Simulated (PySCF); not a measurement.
PySCF 2.14 output of an unrestricted LDA calculation on a single atom or ion in cc-pVDZ-DK (4s3p1d, 18 functions), with the spin-free X2C one-electron Hamiltonian (Gaussian nucleus):

```
SCF conv_tol = 1e-09
number electrons alpha = 7  beta = 6
    P. A. M. Dirac.,  Math. Proc. Cambridge Philos. Soc. 26, 376 (1930)
    F. Bloch.,  Z. Phys. 57, 545 (1929)
    S. H. Vosko, L. Wilk, and M. Nusair.,  Can. J. Phys. 58, 1200 (1980)
cycle= 1 E= -288.497672133121  delta_E= -0.00435  |g|= 0.0129  |ddm|= 0.388
cycle= 2 E= -288.497716318732  delta_E= -4.42e-05  |g|= 0.00192  |ddm|= 0.0223
cycle= 3 E= -288.497717242254  delta_E= -9.24e-07  |g|= 0.000112  |ddm|= 0.00446
cycle= 4 E= -288.49771725326  delta_E= -1.1e-08  |g|= 1.8e-05  |ddm|= 0.00125
cycle= 5 E= -288.497717253556  delta_E= -2.97e-10  |g|= 1.48e-07  |ddm|= 0.000188
converged SCF energy = -288.497717253556  <S^2> = 0.75141284  2S+1 = 2.0014123
```

The run itself started from symmetry-adapted Hartree-Fock orbitals and held the occupation by maximum overlap, on a logarithmic radial grid, so the iterations belong to that start.

Problem. Which element, charge and spin multiplicity is this?

Solution. Si⁺ (silicon, charge +1), multiplicity 2; the state was [Ne] 3s2 3p1, 2P determinant.
